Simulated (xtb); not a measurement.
C5H4N (SMILES [c]1ccccn1), doublet, geometry from GFN2-xTB; GFN2-xTB (xtb).

Input for xtb:
```
$ xtb mol.xyz --gfn 2 --uhf 1 --json

# file mol.xyz
10

C      0.63209058    -1.22024868     0.00213114
N     -0.64629227    -1.23442534    -0.05415938
C     -1.34250590    -0.10541752    -0.06100991
C     -0.67699484     1.10741371    -0.00646097
C      0.71176925     1.11346857     0.05449419
C      1.41491343    -0.08547821     0.06018361
H     -2.41988510    -0.18337616    -0.10983212
H     -1.23281981     2.03263606    -0.01143014
H      1.24980916     2.05081684     0.09769064
H      2.49130647    -0.11752659     0.10665885
```

What the program printed (banner, timings and long lists left out):

```
   ID    Z sym.   atoms
    1    6 C      1, 3-6
    2    7 N      2
    3    1 H      7-10

           -------------------------------------------------
          |                Calculation Setup                |
           -------------------------------------------------

           -------------------------------------------------
          |                 G F N 2 - x T B                 |
           -------------------------------------------------

          ...................................................
          :                      SETUP                      :
          :.................................................:
          :  # basis functions                  28          :
          :  # atomic orbitals                  28          :
          :  # shells                           16          :
          :  # electrons                        29          :
          :  max. iterations                   250          :
          :  Hamiltonian                  GFN2-xTB          :
          :  restarted?                      false          :
          :  GBSA solvation                  false          :
          :  PC potential                    false          :
          :  electronic temp.          300.0000000     K    :
          :  accuracy                    1.0000000          :
          :  -> integral cutoff          0.2500000E+02      :
          :  -> integral neglect         0.1000000E-07      :
          :  -> SCF convergence          0.1000000E-05 Eh   :
          :  -> wf. convergence          0.1000000E-03 e    :
          :  Broyden damping             0.4000000          :
          :  net charge                          0          :
          :  unpaired electrons                  1          :
          ...................................................

 iter      E             dE          RMSdq      gap      omega  full diag
   1    -15.7979770 -0.157980E+02  0.531E+00    2.04       0.0  T
   2    -15.8107861 -0.128091E-01  0.345E+00    1.31       1.0  T
   3    -15.7936151  0.171711E-01  0.216E+00    2.20       1.0  T
   4    -15.8261497 -0.325346E-01  0.482E-01    1.58       1.0  T
   5    -15.8286130 -0.246334E-02  0.128E-01    1.71       1.0  T
   6    -15.8286886 -0.756047E-04  0.415E-02    1.71       1.0  T
   7    -15.8286918 -0.321194E-05  0.269E-02    1.70       1.2  T
   8    -15.8286941 -0.231416E-05  0.871E-03    1.70       3.6  T
   9    -15.8286946 -0.521257E-06  0.268E-03    1.70      11.8  T
[...]
         :: total energy             -15.550809569219 Eh    ::
[...]
     7   1 H        0.925     0.045     2.389     2.417
     8   1 H        0.926     0.043     2.409     2.427
     9   1 H        0.925     0.044     2.401     2.423
    10   1 H        0.926     0.043     2.409     2.427

 Mol. C6AA /au·bohr⁶  :       1442.887615
 Mol. C8AA /au·bohr⁸  :      35764.314523
 Mol. α(0) /au        :         60.931510

Wiberg/Mayer (AO) data.
largest (>0.10) Wiberg bond orders for each atom

 ---------------------------------------------------------------------------
     #   Z sym  total        # sym  WBO       # sym  WBO       # sym  WBO
 ---------------------------------------------------------------------------
     1   6 C    3.389 --     2 N    1.728     6 C    1.415     4 C    0.121
     2   7 N    3.277 --     1 C    1.728     3 C    1.372     5 C    0.109
     3   6 C    3.974 --     4 C    1.448     2 N    1.372     7 H    0.963
                             6 C    0.131
     4   6 C    3.992 --     3 C    1.448     5 C    1.426     8 H    0.963
                             1 C    0.121
     5   6 C    3.988 --     6 C    1.438     4 C    1.426     9 H    0.960
                             2 N    0.109
     6   6 C    3.984 --     5 C    1.438     1 C    1.415    10 H    0.968
                             3 C    0.131
     7   1 H    0.998 --     3 C    0.963
     8   1 H    0.998 --     4 C    0.963
     9   1 H    0.998 --     5 C    0.960
    10   1 H    0.998 --     6 C    0.968
 ---------------------------------------------------------------------------

Topologies differ in total number of bonds
Writing topology from bond orders to xtbtopo.mol

molecular dipole:
                 x           y           z       tot (Debye)
 q only:        0.011       0.551       0.012
   full:        0.055       0.985       0.023       2.508
molecular quadrupole (traceless):
                xx          xy          yy          xz          yz          zz
 q only:        2.143      -0.357      -0.913       0.141      -0.009      -1.230
  q+dip:        4.585      -0.085      -1.273       0.345       0.039      -3.311
   full:        3.013      -0.480      -2.314       0.153      -0.055      -0.699

           -------------------------------------------------
          | TOTAL ENERGY              -15.550809569219 Eh   |
          | GRADIENT NORM               0.000079600912 Eh/α |
          | HOMO-LUMO GAP               1.704143359196 eV   |
           -------------------------------------------------

normal termination of xtb
```
